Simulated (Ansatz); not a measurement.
`CCBO` + `C[O][Mg][Br]` → `CCB(O)Br` + `C[O][MgH]`  (redistribution)

Gas-phase electronic energies from Ansatz, PBE0-D4/def2-TZVP geometries. CBS: MP2 limit from def2 TZ/QZ plus the TZ coupled-cluster correction, frozen cores. Functionals use def2-TZVPP. For Br, Mg outer-core shells are correlated without core-valence functions, which leaves a few kJ/mol of doubt a bond. Scalar relativity is left out up to krypton. One conformer a species, not always the lowest.

| level | ΔE (kJ/mol) |
| --- | --- |
| revPBE-D4 | 102.1 |
| r2SCANh-D4 | 121.1 |
| PBE-QIDH | 122.0 |
| CCSD/CBS(def2) | 125.6 |

**Question.** What does CCSD(T)/CBS give? (Best estimate.)

**Answer.** Computed: +120.7 kJ/mol. The listed levels differ from it by -18.6, 0.4, 1.3, 4.9 kJ/mol.

**Question.** What do rigid-rotor, harmonic-oscillator terms from PBE0-D4/def2-TZVP frequencies (298.15 K, 1 bar) make of the CCSD(T)/CBS value? (An estimate is asked.)

**Answer.** Ansatz gave: ΔZPE = -9.7 kJ/mol, ΔH = +110.8 kJ/mol, ΔS = -5 J/(mol·K), ΔG = +112.3 kJ/mol. Modes under 50 cm⁻¹ make the entropy rough.

Largest T1 diagnostic among the species: 0.011.

From BLYP to BHLYP (50 % exact exchange), in def2-TZVPP and without D4, ΔE moves by +12.0 kJ/mol. In def2-TZVPP, CCSD(T) changes the Hartree–Fock value by −30.4 kJ/mol (the triples alone add −4.9 kJ/mol) and MP2 by −29.3 kJ/mol. The D4 term adds −9.4 kJ/mol with B3LYP and −4.9 kJ/mol with PBE0; it sums over pairs of atoms, weighted by their polarisabilities, and B3LYP, whose exchange is more repulsive, gets the larger term.

B3LYP here is the variant with VWN-RPA as its local correlation; programs differ in this.
